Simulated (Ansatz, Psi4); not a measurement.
The Psi4 input:
```
memory 2 GB

molecule mol {
1 3
P     0.000000    0.000000    0.000000
}

set {
  basis cc-pvtz
  reference uks
  scf_type pk
  puream true
  d_convergence 1e-8
  dft_radial_points 99
  dft_spherical_points 590
}

energy('wb97m-v')
print_variables()
```

Give the equivalent Ansatz (a program for electronic structure) input.

One answer among several that fit: 
Ansatz 0.2 input:
```yaml
crystal:
  periodic: [false, false, false]
  atoms:
    - {symbol: P, position_ang: [0.00000000, 0.00000000, 0.00000000]}
basis:
  gaussian:
    orbitals: cc-pVTZ
hamiltonian:
  xc: {name: wB97M-V}
total_charge: 1
magnetization: {spin_polarized: true, initial_magnetization: 2}
accuracy: high
```

Both were run: Psi4 gave -340.870641 Eh and Ansatz -340.870642 Eh, 0.000 mEh apart.
